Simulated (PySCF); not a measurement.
Running PySCF for NaI⁺

Input:

```python
from pyscf import gto, dft

mol = gto.M(
    atom='Na 0 0 0; I 0 0 2.776',
    basis='lanl2dz',
    ecp={'Na': 'lanl2dz', 'I': 'lanl2dz'},
    charge=1,
    spin=1,
    verbose=3,
)
mf = dft.ROKS(mol, xc='b3lyp5')
mf.kernel()
mf.mulliken_pop()
mf.dip_moment()
print('orbital energies (hartree):', mf.mo_energy[..., max(0, mol.nelec[1]-3):mol.nelec[0]+3].round(4))
```

```bash
$ OMP_NUM_THREADS=1 python input.py
```

Output:

```
converged SCF energy = -11.3383224141822
 ** Mulliken pop  **
pop of  0 Na 3s           0.13939
pop of  0 Na 4s          -0.04463
pop of  0 Na 3px          0.00746
pop of  0 Na 3py          0.02199
pop of  0 Na 3pz          0.05815
pop of  0 Na 4px         -0.00157
pop of  0 Na 4py         -0.00215
pop of  0 Na 4pz         -0.00551
pop of  1 I 5s            0.74360
pop of  1 I 6s            1.27573
pop of  1 I 5px           0.58812
pop of  1 I 5py           1.09802
pop of  1 I 5pz           1.08744
pop of  1 I 6px           0.41157
pop of  1 I 6py           0.87656
pop of  1 I 6pz           0.74583
 ** Mulliken atomic charges  **
charge of    0Na =      0.82686
charge of    1I =      0.17314

WARN: System has nonzero charge 1; the dipole moment is origin-dependent.
Location of origin: [0. 0. 0.]

Dipole moment(X, Y, Z, Debye): -0.00000,  0.00000,  1.35784
orbital energies (hartree): [-0.8693 -0.486  -0.4664 -0.4558 -0.2034 -0.1385 -0.138 ]
```

In short: E(SCF) = -11.338322 Eh.

Hardware: Arm Neoverse N1, 1 thread, shared host. Wall time 1.9 s, peak memory 0.14 GiB.

The bond length is a typed value, not an optimised one. The dipole of an ion depends on the origin. No search for the lowest solution was made.
